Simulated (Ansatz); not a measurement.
Harmonic frequencies (cm⁻¹) at PBE0-D4/def2-TZVP from Ansatz: 196, 242, 440, 589, 618, 782, 865, 1008, 1224, 1373, 1808, 3262.

(1) Which molecule is it?
A. `[F][GaH][GaH2]`
B. `FC(F)=CCl`
C. `BrB1BC1`
D. `F/C=C(\F)Cl`

Answers

(1) B.
